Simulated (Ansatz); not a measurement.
AlH$_{5}$S$_{2}$Si (`[SiH3][S][AlH][SH]`), relaxed with RKS PBE-D4/def2-SVP in Ansatz 0.2.0 from a rough embedded geometry. The force threshold is 0.03 eV/Å; the program also tests the step.

Charge 0, multiplicity 1.

Start:

```xyz
9

Si   -0.202    1.163    1.099
S     1.689    0.578    0.449
Al    0.795   -0.589   -1.284
S     0.272   -2.751   -0.953
H    -0.123    2.007    2.339
H    -1.052   -0.043    1.474
H    -0.915    1.931    0.094
H     0.617    0.119   -2.663
H    -1.080   -2.415   -0.556
```

Problem. How much energy does the relaxation release, and in how many steps? (Estimate.)

Solution. Ansatz gave: 61.93 kJ/mol, in 19 steps.

Problem. Which bonds change most? (Best estimate.)

Solution. Ansatz gave: S4–H9 from 1.448 to 1.364 Å; Si1–S2 from 2.084 to 2.164 Å; S2–Al3 from 2.272 to 2.204 Å; Si1–H7 from 1.452 to 1.503 Å.

Problem. Give the relaxed structure. (An estimate is asked.)

Solution. Ansatz gave: 
```xyz
9

Si   -0.318    0.943    1.225
S     1.410    1.019   -0.075
Al    0.959   -0.561   -1.545
S    -0.716   -1.970   -1.337
H    -0.089    1.971    2.294
H    -0.471   -0.411    1.867
H    -1.585    1.258    0.480
H     1.888   -0.677   -2.826
H    -1.078   -1.571   -0.084
```
